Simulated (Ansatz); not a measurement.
Al4P3, relaxed as a doublet with UKS B3LYP-D4/def2-SVP in Ansatz, starting from the GFN2-xTB geometry. Force threshold 0.02 eV/Å.

Another isomer (doublet) lies 0.17 eV lower at PBE0-D4/def2-TZVP; other spin states weren't run for this one.

Start:

```xyz
7

Al   -1.3384    0.9122    2.0070
Al    0.4417    1.3147   -0.2363
Al    0.7553   -1.2399   -1.3009
Al   -0.8891   -1.3592    0.8119
P    -0.4247    2.8215    1.2361
P    -0.2526   -3.1110   -0.5079
P     1.7079    0.6616   -2.0099
```

```csv
step,energy (eV),largest force component (eV/Å),SCF passes
1,-54241.8555,1.133,26
2,-54241.9862,0.284,25
3,-54241.9941,0.046,25
4,-54241.9945,0.011,20
```

Force components are those of the run's own axes.

End:

Cartesian coordinates in Å:
```
Al -1.293 0.856 1.917
Al 0.457 1.372 -0.240
Al 0.768 -1.254 -1.324
Al -0.882 -1.355 0.814
P -0.439 2.784 1.255
P -0.279 -3.044 -0.454
P 1.669 0.641 -1.967
```

By distances, no bond broke or formed. The bond that changes most is Al1–Al4, from 2.61 to 2.50 Å (atoms count from 1).

No frequencies were taken in this run, so the end may be a saddle point.

It took 58 s on 4 threads of Intel Xeon on a shared host.
